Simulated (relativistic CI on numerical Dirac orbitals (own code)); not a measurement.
Mo+: resonant inelastic scattering at the L2,3 edge

Computed with this model: Dirac-Coulomb-Breit CI, orbitals from a KLI potential per configuration, model QED (radiative potential, 1s self-energy scaled to tabulated hydrogen-like ionisation energies), valence Slater integrals scaled by 0.7, Kramers-Heisenberg scattering through one core-hole configuration in a parametric crystal field; configurations [Kr] 4d5 → [He] 2s2 2p5 3s2 3p6 3d10 4s2 4p6 4d6; 10 K; core-hole width 1.6 eV; summed over polarisations. Incident energies are the highest absorption maxima for each field (at most a few, so the weaker spin-orbit partner edge can be absent), on the computed scale of the free ion. Intensities are in per cent of the strongest line above 0.02 eV; levels within 1 cm⁻¹ are merged; final levels count from the ground level, the first row holds all elastic scattering, lines under 0.4 are left out and each table stops after 24 rows. The scale of the Slater integrals is a model choice and moves the terms in proportion.

Field parameters in Wybourne normalisation: D3d B²₀ = −7Dσ, B⁴₀ = −14Dq − 21Dτ, B⁴₃ = −14√(10/7) Dq. The field is a parameter set, without covalency.

S is read from ⟨S²⟩ = S(S + 1).

D3d, 10Dq = 20350, Dσ = -1200, Dτ = 200 cm⁻¹:

| Final level (eV) | Degeneracy | Irrep | S | 2520.6 eV | 2522.8 eV | 2627.8 eV |
| --- | --- | --- | --- | --- | --- | --- |
| 0.000 | 2 | Γ4 | 0.51 | 341.7 | 1160.7 | 163.1 |
| 0.123 | 2 | Γ4 | 0.51 | 67.0 | 38.7 | 5.4 |
| 0.187 | 2 | Γ5+Γ6 | 0.51 | 68.4 | 28.6 | 8.4 |
| 1.568 | 2 | Γ5+Γ6 | 1.51 | 0.9 | 7.1 | 5.1 |
| 1.570 | 2 | Γ4 | 1.51 | 3.5 | 25.7 | 19.9 |
| 1.595 | 2 | Γ4 | 1.51 | 3.1 | 21.3 | 14.8 |
| 1.619 | 2 | Γ5+Γ6 | 1.51 | 2.5 | 20.9 | 14.9 |
| 1.641 | 2 | Γ4 | 1.50 | 3.5 | 26.4 | 21.7 |
| 1.664 | 2 | Γ4 | 1.50 | 2.4 | 18.2 | 14.3 |
| 1.953 | 2 | Γ4 | 1.49 | 3.6 | 26.1 | 12.7 |
| 1.958 | 2 | Γ5+Γ6 | 1.50 | 3.3 | 25.3 | 21.3 |
| 2.169 | 2 | Γ4 | 1.52 | 1.0 | 8.8 | 5.8 |
| 2.169 | 2 | Γ5+Γ6 | 1.51 | 1.8 | 15.6 | 10.4 |
| 2.171 | 2 | Γ4 | 1.51 | 0.8 | 6.2 | 5.7 |
| 2.173 | 2 | Γ4 | 1.49 | 1.7 | 14.3 | 13.7 |
| 2.395 | 2 | Γ4 | 0.51 | 15.3 | 100.0 | 30.7 |
| 2.444 | 2 | Γ5+Γ6 | 0.51 | 13.7 | 97.7 | 30.8 |
| 2.449 | 2 | Γ4 | 0.52 | 8.4 | 52.4 | 21.9 |
| 2.499 | 2 | Γ4 | 0.51 | 7.4 | 50.3 | 35.0 |
| 2.567 | 2 | Γ4 | 0.51 | 4.8 | 39.8 | 26.8 |
| 2.569 | 2 | Γ5+Γ6 | 0.51 | 7.0 | 54.9 | 12.9 |
| 2.645 | 2 | Γ4 | 0.51 | 1.5 | 12.3 | 18.6 |
| 2.818 | 2 | Γ4 | 0.51 | 3.1 | 25.0 | 8.7 |
| 2.826 | 2 | Γ5+Γ6 | 0.51 | 1.4 | 14.2 | 9.5 |

D3d, 10Dq = 20350, Dσ = -860, Dτ = 200 cm⁻¹:

```
Final level (eV)  Degeneracy  Irrep     S  2520.6 eV  2522.8 eV  2627.9 eV
           0.000           2     Γ4  0.51      361.4     1147.6      152.5
           0.102           2     Γ4  0.51       76.8       36.0        3.2
           0.128           2  Γ5+Γ6  0.51       66.9       27.4        3.1
           1.562           2  Γ5+Γ6  1.51        0.8        6.0        3.7
           1.563           2     Γ4  1.51        0.9        6.4        4.7
           1.571           2     Γ4  1.51        6.4       47.0       34.0
           1.593           2  Γ5+Γ6  1.50        2.0       16.6       12.1
           1.609           2     Γ4  1.50        2.9       21.3       16.1
           1.625           2     Γ4  1.50        2.0       14.7       11.0
           1.968           2     Γ4  1.49        2.4       18.2       11.6
           1.972           2  Γ5+Γ6  1.50        2.5       19.7       16.2
           2.084           2     Γ4  1.51        2.1       17.0       11.7
           2.087           2  Γ5+Γ6  1.50        2.8       23.3       18.4
           2.091           2     Γ4  1.49        1.6       12.2        9.8
           2.096           2     Γ4  1.49        2.0       16.5       16.1
           2.389           2     Γ4  0.51       12.6       82.5       33.9
           2.413           2  Γ5+Γ6  0.51       15.4      100.0       37.7
           2.419           2     Γ4  0.52        8.2       53.0       21.2
           2.474           2     Γ4  0.51        2.5       23.4        7.9
           2.575           2     Γ4  0.51        5.0       32.0       45.5
           2.594           2  Γ5+Γ6  0.51        4.4       32.1        6.6
           2.599           2     Γ4  0.51        2.3       17.5       11.8
           2.745           2  Γ5+Γ6  0.51        2.5       23.6       11.4
           2.746           2     Γ4  0.51        4.2       31.5       10.9
```

For the first field the strongest loss at the lowest incident energy is the level at 0.19 eV (S = 0.51, against 0.51 in the thermal ground state). Levels of other spin, the first over 8 % at 1.57 eV, appear because spin-orbit coupling of the core hole, and in heavier ions of the valence shell too, mixes spins.
